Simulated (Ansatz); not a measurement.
Reaction (formal loss of a carbene): `CO[SiH2]C` → `[CH2]` (triplet) + `C[SiH2]O`

Calculated with Ansatz (gas phase, PBE0-D4/def2-TZVP geometries, no zero-point term in ΔE). CCSD(T)/CBS adds triple-zeta CCSD(T) − MP2 to the extrapolated MP2 energy (def2 sets, frozen cores). This one scheme is used for every species. Functionals use def2-TZVPP. B3LYP here is the variant with VWN-RPA as its local correlation; programs differ in this. HSE06 is defined as in plane-wave codes. Triplets are unrestricted, without spin–orbit coupling. Each species was taken in one conformer, which may not be the lowest.

```tsv
level	ΔE (kJ/mol)	difference from CCSD(T)/CBS
LDA (SPW92)	453.6	74.2
PBE-D4	389.3	9.9
BLYP-D4	381.4	2.0
r2SCAN-D4	359.7	-19.7
B97M-V	383.7	4.3
PBE0-D4	379.4	0.0
B3LYP-D4	380.0	0.6
r2SCANh-D4	357.6	-21.8
r2SCAN0-D4	354.7	-24.7
HSE06-D4	379.7	0.3
BHLYP-D4	368.4	-11.0
CAM-B3LYP-D4	384.1	4.7
ωB97X-V	396.0	16.6
ωB97M-V	384.9	5.5
B2PLYP	374.0	-5.4
PBE-QIDH	375.3	-4.1
revPBE	358.3	-21.1
r2SCAN	357.9	-21.5
PBE0	373.8	-5.6
B3LYP	369.9	-9.5
r2SCANh	355.7	-23.7
r2SCAN0	352.6	-26.8
HSE06	374.5	-4.9
BHLYP	360.9	-18.5
CAM-B3LYP	378.5	-0.9
LC-ωPBE	369.8	-9.6
RPA@PBE/def2-TZVPP	369.3	-10.1
HF/def2-SVP	257.6	-121.8
MP2/def2-SVP	376.9	-2.5
CCSD/def2-SVP	365.6	-13.8
CCSD(T)/def2-SVP	373.7	-5.7
HF/def2-TZVPP	243.9	-135.5
MP2/def2-TZVPP	378.2	-1.2
SCS-MP2/def2-TZVPP	383.8	4.4
CCSD/def2-TZVPP	360.0	-19.4
HF/def2-QZVPP	244.2	-135.2
MP2/def2-QZVPP	383.5	4.1
SCS-MP2/def2-QZVPP	390.2	10.8
HF/CBS(def2)	244.3	-135.1
CCSD/CBS(def2)	369.0	-10.4
CCSD(T)/CBS	379.4	0
```

Largest T1 diagnostic among the species: 0.011.

In def2-TZVPP, CCSD(T) changes the Hartree–Fock value by +126.6 kJ/mol (the triples alone add +10.5 kJ/mol) and MP2 by +134.3 kJ/mol. At CCSD(T), def2-SVP lies −5.7 kJ/mol from the extrapolated value and def2-TZVPP −9.0 kJ/mol.
